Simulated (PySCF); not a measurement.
ITl, charge +1, multiplicity 2. Atoms are numbered in the order given.

```xyz
2

Tl     0.0000     0.0000    -1.3327
I      0.0000     0.0000     2.0367
```
Charge +1, spin multiplicity 2.

The structure is a stationary point at PBE0-D3(BJ)/def2-TZVP. The spin state was assumed, not searched. The def2 effective core potentials stand for the cores of I, Tl; spin–orbit coupling is left out.

These are IEF-PCM-M06-2X/def2-SVP (PySCF) values and carry that method's errors.

The values are the electrostatic part of the solvation free energy, E(continuum) − E(gas) at the gas-phase geometry, in a cavity of scaled van der Waals radii (PySCF's table); cavitation and dispersion terms are not included. A continuum can't describe solvent molecules that bind to the metal.

| solvent | ε | ΔG(elec) (kcal/mol) |
|---|---|---|
| water | 78.36 | … |
| cyclohexanone | 15.62 | -60.3 |
| acetonitrile | 35.69 | -62.8 |

### Question
Complete the blanks. (The exact figures need the calculation; the answer reports its results.)

### Answer

- water, ΔG(elec) (kcal/mol): -63.9
